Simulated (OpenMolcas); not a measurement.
V3+ (d2) among equal point charges was computed by CASSCF with the d shell active (OpenMolcas, ANO-RCC-VDZP on the metal). Its lowest spin-free states, and all those of the highest spin:

```csv
2S+1,Degeneracy,E (cm-1)
3,3,0.0
3,3,8300
1,3,14401
1,2,14972
3,1,18236
3,3,23070
1,3,25989
1,1,27253
1,3,28997
1,2,36317
1,1,61400
```

Q: Is the site octahedral, tetrahedral or cube-like, axial, or of lower symmetry?

A: The states with 2S+1 = 3 have orbital degeneracies 3, 3, 1, 3. Threefold states need a cubic site. For d2 at this spin an octahedron puts the threefold T1 below the threefold T2 and a tetrahedron or cube puts the single A2 below the threefold T2, so the site is octahedral. The run had V3+ among 6 point charges of -1.5 e arranged as an octahedron (Oh), 1.68 Å from the ion.

An orbital triplet at a regular site is open to Jahn-Teller coupling, which can distort the site and quench the lowest spin-orbit gaps and is left out. Without dynamic correlation the repulsion within the d shell is too large (B by tens of per cent), so at a given field states of lower spin stand too high. This is an electrostatic model: the charges have no orbitals. No measured value stands beside these numbers.
